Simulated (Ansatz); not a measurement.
Ansatz (a quantum-chemistry and plane-wave program) input (CCSD(T)/aug-cc-pVDZ):

Ansatz 0.2 input:
```yaml
crystal:
  periodic: [false, false, false]
  atoms:
    - {symbol: C, position_ang: [3.22672475, -0.76898237, -0.26033059]}
    - {symbol: C, position_ang: [2.45295827, 0.07535717, 0.68654483]}
    - {symbol: C, position_ang: [1.22021167, 0.78817972, 0.25737815]}
    - {symbol: C, position_ang: [-0.00820008, -0.13457342, 0.10950098]}
    - {symbol: C, position_ang: [-1.26197228, 0.62358898, -0.34156299]}
    - {symbol: C, position_ang: [-2.44211521, -0.27596621, -0.53407387]}
    - {symbol: C, position_ang: [-3.57694842, -0.20881921, 0.15035151]}
    - {symbol: H, position_ang: [3.29196304, -0.30243141, -1.24857692]}
    - {symbol: H, position_ang: [4.24114776, -0.95702375, 0.09640612]}
    - {symbol: H, position_ang: [2.76123072, -1.75498808, -0.41567868]}
    - {symbol: H, position_ang: [2.66012189, -0.01118676, 1.74673320]}
    - {symbol: H, position_ang: [1.39244574, 1.27745277, -0.70990298]}
    - {symbol: H, position_ang: [0.97339483, 1.57978807, 0.97127456]}
    - {symbol: H, position_ang: [-0.20797102, -0.63088751, 1.06284484]}
    - {symbol: H, position_ang: [0.21876879, -0.92573359, -0.61114863]}
    - {symbol: H, position_ang: [-1.50516379, 1.40056004, 0.38881028]}
    - {symbol: H, position_ang: [-1.03759645, 1.13621857, -1.28459866]}
    - {symbol: H, position_ang: [-2.32841346, -1.05002966, -1.28986540]}
    - {symbol: H, position_ang: [-3.73229564, 0.54450764, 0.91491397]}
    - {symbol: H, position_ang: [-4.39158477, -0.89895430, -0.02806008]}
basis:
  gaussian:
    orbitals: aug-cc-pVDZ
magnetization: {spin_polarized: true, initial_magnetization: 1}
correlation: {method: ccsd_t, electrons: outside_noble_gas}
output: {forces: true}
```

End of the output:

```
densities: 47.80 GiB planned
second order -27.02040922 eV of doubles, -0.00000000 eV of singles
coupled cluster: 34.01 GiB planned
cycle   1  -28.59361056 eV  change    -1.6e0 eV  update   1.1e-1
cycle   2  -29.35848570 eV  change   -7.6e-1 eV  update   3.5e-2
cycle   3  -29.49957590 eV  change   -1.4e-1 eV  update   1.6e-2
cycle   4  -29.50187773 eV  change   -2.3e-3 eV  update   5.4e-3
cycle   5  -29.50094625 eV  change    9.3e-4 eV  update   2.5e-3
cycle   6  -29.50104419 eV  change   -9.8e-5 eV  update   9.6e-4
cycle   7  -29.50095555 eV  change    8.9e-5 eV  update   4.2e-4
cycle   8  -29.50100184 eV  change   -4.6e-5 eV  update   2.0e-4
cycle   9  -29.50100120 eV  change    6.4e-7 eV  update   8.4e-5
cycle  10  -29.50094707 eV  change    5.4e-5 eV  update   3.9e-5
cycle  11  -29.50097080 eV  change   -2.4e-5 eV  update   1.9e-5
cycle  12  -29.50098168 eV  change   -1.1e-5 eV  update   7.3e-6
cycle  13  -29.50098681 eV  change   -5.1e-6 eV  update   3.1e-6
cycle  14  -29.50098951 eV  change   -2.7e-6 eV  update   1.2e-6
cycle  15  -29.50098978 eV  change   -2.8e-7 eV  update   5.4e-7
cycle  16  -29.50098975 eV  change    3.0e-8 eV  update   2.6e-7
cycle  17  -29.50098975 eV  change    1.1e-9 eV  update   1.2e-7
perturbative correction -1.04959567 eV, -0.0385719294 hartree
the calculation of the forces begins
1.58 GiB of device memory are held for the factors and their scratch space
Total energy: -7448.74497421 eV, -273.7363288615 hartree
Atom 0 at     3.226725    -0.768982    -0.260331 Å, force     0.038745    -0.164890    -0.148900 eV/Å
Atom 1 at     2.452958     0.075357     0.686545 Å, force     0.121953     0.126041     0.150596 eV/Å
Atom 2 at     1.220212     0.788180     0.257378 Å, force    -0.264073     0.022392    -0.091938 eV/Å
Atom 3 at    -0.008200    -0.134573     0.109501 Å, force     0.020605     0.119492    -0.007062 eV/Å
Atom 4 at    -1.261972     0.623589    -0.341563 Å, force     0.195006     0.061115     0.008227 eV/Å
Atom 5 at    -2.442115    -0.275966    -0.534074 Å, force     1.007969    -0.148036    -0.641315 eV/Å
Atom 6 at    -3.576948    -0.208819     0.150352 Å, force    -1.042446     0.077796     0.647313 eV/Å
Atom 7 at     3.291963    -0.302431    -1.248577 Å, force     0.028273     0.219965    -0.407295 eV/Å
Atom 8 at     4.241148    -0.957024     0.096406 Å, force     0.434855    -0.063836     0.158905 eV/Å
Atom 9 at     2.761231    -1.754988    -0.415679 Å, force    -0.195261    -0.385779    -0.048984 eV/Å
Atom 10 at     2.660122    -0.011187     1.746733 Å, force     0.090495    -0.052373     0.509940 eV/Å
Atom 11 at     1.392446     1.277453    -0.709903 Å, force     0.078591     0.202573    -0.421439 eV/Å
Atom 12 at     0.973395     1.579788     0.971275 Å, force    -0.111813     0.338537     0.321566 eV/Å
Atom 13 at    -0.207971    -0.630888     1.062845 Å, force    -0.092073    -0.220016     0.451303 eV/Å
Atom 14 at     0.218769    -0.925734    -0.611149 Å, force     0.109179    -0.358523    -0.346308 eV/Å
Atom 15 at    -1.505164     1.400560     0.388810 Å, force    -0.108120     0.343897     0.347681 eV/Å
Atom 16 at    -1.037596     1.136219    -1.284599 Å, force     0.094561     0.213531    -0.397243 eV/Å
Atom 17 at    -2.328413    -1.050030    -1.289865 Å, force     0.042760    -0.363688    -0.356640 eV/Å
Atom 18 at    -3.732296     0.544508     0.914914 Å, force    -0.069106     0.359779     0.359801 eV/Å
Atom 19 at    -4.391585    -0.898954    -0.028060 Å, force    -0.380101    -0.327976    -0.088208 eV/Å
Dipole moment:     0.039734    -0.025988    -0.026910 e Å
```

It need not be the lowest isomer of its formula.
